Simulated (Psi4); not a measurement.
C3H7Si (SMILES [CH]1CC[SiH2]1), doublet, at a GFN2-xTB geometry; CAM-B3LYP/STO-3G (Psi4 1.11).

Here is a job for Psi4.
```
memory 2 GB

molecule {
0 2
  C     0.53087384    1.10068779    0.00731500
  C    -0.90108686    0.99595056    0.39166468
  C    -1.06898715   -0.52728953    0.22356600
  Si    0.76763734   -0.70854720   -0.31392217
  H     1.08893990    2.02274862   -0.01814969
  H    -1.55955984    1.58171639   -0.25961514
  H    -1.09359648    1.34586690    1.41214118
  H    -1.34881192   -1.02444038    1.14879885
  H    -1.81473595   -0.78861080   -0.52281634
  H     1.62667058   -1.47814220    0.59287010
  H     0.98937203   -1.15557062   -1.69359263
}

set basis sto-3g
set reference uks
set dft_radial_points 35

energy('cam-b3lyp')
print_variables()
```

The log (banner, timings and long lists left out):

```
   => Loading Basis Set <=

    Name: STO-3G
    Role: ORBITAL
    Keyword: BASIS

         ---------------------------------------------------------
                                   SCF
               by Justin Turney, Rob Parrish, Andy Simmonett
                          and Daniel G. A. Smith
                              UKS Reference
         ---------------------------------------------------------

  ==> Geometry <==

    Molecular point group: c1
    Full point group: C1

    Geometry (in Angstrom), charge = 0, multiplicity = 2:

       Center              X                  Y                   Z               Mass
    ------------   -----------------  -----------------  -----------------  -----------------
         C            0.501626540488     1.107491495439     0.016426865633    12.000000000000
         C           -0.930334159512     1.002754265439     0.400776545633    12.000000000000
         C           -1.098234449512    -0.520485824561     0.232677865633    12.000000000000
         SI           0.738390040488    -0.701743494561    -0.304810304367    27.976926534650
         H            1.059692600488     2.029552325439    -0.009037824367     1.007825032230
         H           -1.588807139512     1.588520095439    -0.250503274367     1.007825032230
         H           -1.122843779512     1.352670605439     1.421253045633     1.007825032230
         H           -1.378059219512    -1.017636674561     1.157910715633     1.007825032230
         H           -1.843983249512    -0.781807094561    -0.513704474367     1.007825032230
         H            1.597423280488    -1.471338494561     0.601981965633     1.007825032230
         H            0.960124730488    -1.148766914561    -1.684480764367     1.007825032230

  Running in c1 symmetry.

  Rotational constants: A =      0.34529  B =      0.20135  C =      0.13980 [cm^-1]
  Rotational constants: A =  10351.38456  B =   6036.20405  C =   4191.18313 [MHz]
  Nuclear repulsion =  159.099790404759631

  Charge       = 0
  Multiplicity = 2
  Electrons    = 39
  Nalpha       = 20
  Nbeta        = 19

  ==> Algorithm <==

  SCF Algorithm Type is DF.
  DIIS enabled.
  MOM disabled.
  Fractional occupation disabled.
  Guess Type is SAD.
  Energy threshold   = 1.00e-06
  Density threshold  = 1.00e-06
  Integral threshold = 1.00e-12

  ==> Primary Basis <==

  Basis Set: STO-3G
    Blend: STO-3G
    Number of shells: 21
    Number of basis functions: 31
    Number of Cartesian functions: 31
    Spherical Harmonics?: true
    Max angular momentum: 1

  ==> DFT Potential <==

   => LibXC <=

    Version 7.1.2
    S. Lehtola, C. Steigemann, M. J. T. Oliveira, and M. A. L. Marques,  SoftwareX 7, 1–5 (2018) (10.1016/j.softx.2017.11.002)

   => Composite Functional: CAM-B3LYP <=

    CAM-B3LYP Hyb-GGA Exchange-Correlation Functional

    T. Yanai, D. P. Tew, and N. C. Handy,  Chem. Phys. Lett. 393, 51 (2004) (10.1016/j.cplett.2004.06.011)

    Deriv               =              1
    GGA                 =           TRUE
    Meta                =          FALSE

    Exchange Hybrid     =           TRUE
    MP2 Hybrid          =          FALSE

   => Exchange Functionals <=

    0.3500         Becke 88 [omega = 0.3300]
    0.4600   Short-range recipe for B88 functional - erf [omega = 0.3300]

   => Exact (HF) Exchange <=

    0.4600            HF,LR [omega = 0.3300]
    0.1900               HF

   => Correlation Functionals <=

    0.1900   Vosko, Wilk & Nusair (VWN5)
    0.8100   Lee, Yang & Parr

   => LibXC Density Thresholds  <==

    XC_HYB_GGA_XC_CAM_B3LYP:  1.00E-14

   => Molecular Quadrature <=

    Radial Scheme          =       TREUTLER
    Pruning Scheme         =           NONE
    Nuclear Scheme         =       TREUTLER

    Blocking Scheme        =         OCTREE
    BS radius alpha        =              1
    Pruning alpha          =              1
    Radial Points          =             35
    Spherical Points       =            302
[...]
  Reciprocal condition number of the overlap matrix is 7.9436474324E-02.
    Using symmetric orthogonalization.

  ==> Pre-Iterations <==

  SCF Guess: Superposition of Atomic Densities via on-the-fly atomic UHF (no occupation information).

   -------------------------
    Irrep   Nso     Nmo
   -------------------------
     A         31      31
   -------------------------
    Total      31      31
   -------------------------

  ==> Iterations <==

                           Total Energy        Delta E     RMS |[F,P]|

   @DF-UKS iter SAD:  -400.34740291309026   -4.00347e+02   0.00000e+00
   @DF-UKS iter   1:  -403.05650039130495   -2.70910e+00   5.00751e-03 DIIS/ADIIS
   @DF-UKS iter   2:  -403.07371903065427   -1.72186e-02   2.64391e-03 DIIS/ADIIS
   @DF-UKS iter   3:  -403.07824693146631   -4.52790e-03   5.21186e-04 DIIS/ADIIS
   @DF-UKS iter   4:  -403.07853712491669   -2.90193e-04   2.04959e-04 DIIS/ADIIS
   @DF-UKS iter   5:  -403.07858322843538   -4.61035e-05   5.18468e-05 DIIS
   @DF-UKS iter   6:  -403.07858715329712   -3.92486e-06   2.22942e-05 DIIS
   @DF-UKS iter   7:  -403.07858775340770   -6.00111e-07   4.15131e-06 DIIS
   @DF-UKS iter   8:  -403.07858778899026   -3.55826e-08   1.23225e-06 DIIS
   @DF-UKS iter   9:  -403.07858779133159   -2.34132e-09   5.50172e-07 DIIS
  Energy and wave function converged.

  ==> Post-Iterations <==

   Electrons on quadrature grid:
      Nalpha   =   19.9999808945 ; deviation = -1.911e-05
      Nbeta    =   18.9999780970 ; deviation = -2.190e-05
      Ntotal   =   38.9999589914 ; deviation = -4.101e-05

   @Spin Contamination Metric:   5.416646612E-03
   @S^2 Expected:                7.500000000E-01
   @S^2 Observed:                7.554166466E-01
   @S   Expected:                5.000000000E-01
   @S   Observed:                5.000000000E-01

    Orbital Energies [Eh]
    ---------------------

    Alpha Occupied:

[...]
    Alpha Virtual:

[...]
    Beta Occupied:

[...]
      19A     -0.276202

    Beta Virtual:

[...]
    Final Occupation by Irrep:
              A
    DOCC [    19 ]
    SOCC [     1 ]
    NA   [    20 ]
    NB   [    19 ]

  @DF-UKS Final Energy:  -403.07858779133159

   => Energetics <=

    Nuclear Repulsion Energy =            159.0997904047596307
    One-Electron Energy =                -871.5022823983637181
    Two-Electron Energy =                 338.7510268590546048
    DFT Exchange-Correlation Energy =     -29.4271226567820605
    Empirical Dispersion Energy =           0.0000000000000000
    VV10 Nonlocal Energy =                  0.0000000000000000
    Total Energy =                       -403.0785877913315858

  UHF NO Occupations:
  HONO-2 :   18  A 1.9994699
  HONO-1 :   19  A 1.9985371
  HONO-0 :   20  A 1.0000000
  LUNO+0 :   21  A 0.0014629
  LUNO+1 :   22  A 0.0005301
  LUNO+2 :   23  A 0.0003393
  LUNO+3 :   24  A 0.0002377

Computation Completed

Properties will be evaluated at   0.000000,   0.000000,   0.000000 [a0]

Properties computed using the SCF density matrix

 Multipole Moments:

 ------------------------------------------------------------------------------------
     Multipole            Electronic (a.u.)      Nuclear  (a.u.)        Total (a.u.)
 ------------------------------------------------------------------------------------

 L = 1.  Multiply by 2.5417464519 to convert [e a0] to [Debye]
 Dipole X            :          2.3006121           -2.1555059            0.1451062
 Dipole Y            :         -0.6320203            0.5014285           -0.1305917
 Dipole Z            :         -0.7304071            0.6715383           -0.0588687
 Magnitude           :                                                    0.2039008

 ------------------------------------------------------------------------------------

  Variable Map:
  ----------------------------------------------------------------------------
[...]
  Array Variable Map:
  ----------------------------------------------------------------------------
[...]
[...]
```
